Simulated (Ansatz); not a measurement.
A nudged elastic band was laid between two geometries of AlClH₄OSi (8 atoms, charge 0, multiplicity 1).

Computed with Ansatz 0.2.0, RKS r2SCAN/def2-SVP.

```json
{"movable images": "5", "climbing image": "yes", "spring": "5.0 eV/Å²", "optimiser": "quadratic models (default)", "start path": "through a guess of the saddle point", "force threshold": "0.03 eV/Å", "iteration limit": "60", "end points": "relaxed"}
```

Initial state:

```xyz
8
Properties=species:S:1:pos:R:3
Al 0.517 0.083 -0.310
O 0.203 -0.219 1.321
Si -0.337 -0.516 2.856
H -1.434 -1.529 2.833
H 0.783 -1.038 3.694
H -0.851 0.744 3.468
H 1.986 0.211 -0.838
Cl -1.105 0.284 -1.629
```

Final state:

```xyz
8
Properties=species:S:1:pos:R:3
Al 0.327 0.246 -1.006
O 0.816 -0.236 0.947
Si -0.195 -0.433 2.355
H -1.128 -1.565 2.163
H 0.812 -0.773 3.404
H -0.863 0.843 2.689
H 1.764 -0.374 1.103
Cl -1.769 0.312 -0.259
```

Q: What changes between the two ends?

A: Bonds broken: Al1–H7. Bonds formed: O2–H7.

Q: What energy profile does the band end with?

A: The forces met the threshold. The highest image is number 4 of 0 to 6, 68.9 kcal/mol above the first end and 25.5 kcal/mol above the last; the last end lies 43.5 kcal/mol above the first. Neighbouring images differ by up to 2.0 eV, so the band resolves the path poorly. A vibrational analysis at the climbing image gives one clearly imaginary mode, 1366i cm⁻¹: a first-order saddle point. The orbitals stay closed-shell, which can raise the energy where a bond breaks towards radicals; this wasn't checked here.

```csv
image,path coordinate (Å),energy (kcal/mol),Al1–H7 (Å),O2–H7 (Å)
0,0.00,0.0,1.57,2.83
1,0.82,0.0,1.57,2.83
2,1.65,0.3,1.57,2.80
3,2.47,22.9,1.56,2.17
4,3.30,68.9,1.72,1.32
5,4.74,46.2,2.54,0.97
6,6.18,43.5,2.63,0.97
```

Q: What is the geometry of the highest image?

A: 
```xyz
8
Properties=species:S:1:pos:R:3:forces:R:3
Al 0.468 0.078 -0.736 0.00 0.00 0.00
O 0.330 -0.143 1.097 0.00 0.00 0.00
Si -0.183 -0.406 2.698 0.00 0.00 0.00
H -1.599 -0.866 2.669 0.00 0.00 0.00
H 0.688 -1.444 3.316 0.00 0.00 0.00
H -0.067 0.866 3.464 0.00 0.00 0.00
H 1.510 0.196 0.624 0.00 0.00 0.00
Cl -1.382 -0.261 -1.736 0.00 0.00 0.00
```

The run took 4.3 min on 2 threads of Intel(R) Xeon(R) 6975P-C (Granite Rapids), on a shared host, peak memory 0.16 GiB.
